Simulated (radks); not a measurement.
Values are calculated unless marked as measured or tabulated.
Isoelectronic series with 24 electrons, all held in the configuration [Ar] 3d6, which need not be the ground one along the series. Level of theory: scalar-relativistic Kohn-Sham, PBEsol, spin-polarised, spherical densities, finite nucleus; open shells are filled with parallel spins first (spin-orbit coupling, left out, can overturn this in heavy ions); Fermi nuclear charge, rms radius of each element as measured or else 0.836 A^(1/3) + 0.57 fm (a radial shooting solver on a logarithmic mesh with Libxc functionals). Total energies (hartree) and orbital eigenvalues (hartree):

| ion | E (hartree) | 3d down | 3d up | 3p down |
|---|---|---|---|---|
| I29+ | -6591.59395 | -61.69887 | -62.32320 | -70.25052 |
| Xe30+ | -6875.95087 | -65.54566 | -66.18690 | -74.40469 |
| Cs31+ | -7166.9046 | -69.50561 | -70.16376 | -78.67927 |
| Ba32+ | -7464.4992 | -73.57881 | -74.25385 | -83.07468 |
| La33+ | -7768.7878 | -77.76533 | -78.45726 | -87.59134 |
| Ce34+ | -8079.8188 | -82.06525 | -82.77408 | -92.22969 |
| Pr35+ | -8397.6467 | -86.47869 | -87.20441 | -96.99020 |
| Nd36+ | -8722.3238 | -91.00573 | -91.74834 | -101.8733 |
| Pm37+ | -9053.9010 | -95.64649 | -96.40598 | -106.8796 |
| Sm38+ | -9392.4246 | -100.4011 | -101.1775 | -112.0094 |
| Eu39+ | -9737.9910 | -105.2696 | -106.0629 | -117.2634 |
| Gd40+ | -10090.6385 | -110.2522 | -111.0624 | -122.6420 |
| Tb41+ | -10450.4803 | -115.3490 | -116.1760 | -128.1458 |
